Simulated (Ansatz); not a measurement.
HgF2⁻ (the lowest doublet isomer of a short search) was relaxed with PBE-D4 (def2-TZVPD) in Ansatz in these states: charge -1 doublet, charge -1 quartet. The geometries follow in no particular order.

In the def2 sets Hg takes a core potential; there is no spin–orbit coupling.

A:

```xyz
3

Hg   -0.329    0.174    0.146
F     1.370    1.003    1.345
F    -1.040   -1.177   -1.491
```

B:

```
atom    x (Å)    y (Å)    z (Å)
 Hg1   0.1913  -1.0167  -0.1266
  F2   0.2114   0.3814   1.5464
  F3  -0.4026   0.6353  -1.4198
```

Problem. Judge from the bond lengths which geometry belongs to which state (an estimate).

Solution. A is the charge -1 doublet (Hg1–F3 2.239 Å, Hg1–F2 2.239 Å); B is the charge -1 quartet (Hg1–F3 2.180 Å, Hg1–F2 2.180 Å).

At PBE-D4/def2-TZVPD the highest occupied level of the charge -1 doublet lies above zero (up to 0.17 eV). By energy differences its removal costs 2.94 eV (vertical, to the charge 0 singlet, at PBE-D4/def2-TZVPD); a positive level beside a positive removal energy at the same level points to self-interaction error. At PBE-D4/def2-TZVPD the highest occupied level of the charge -1 quartet lies above zero (up to 2.08 eV). It is a level of α spin, whose loss leaves a triplet; that state wasn't run at this geometry and level. The electron is either unbound and held by the finite basis, or the level is raised by self-interaction error. At PBE0-D4/def2-TZVPD a doublet lies 5.32 eV below the charge -1 quartet. These are the stationary points nearest to one start from a short search; other shapes may lie lower in each state.
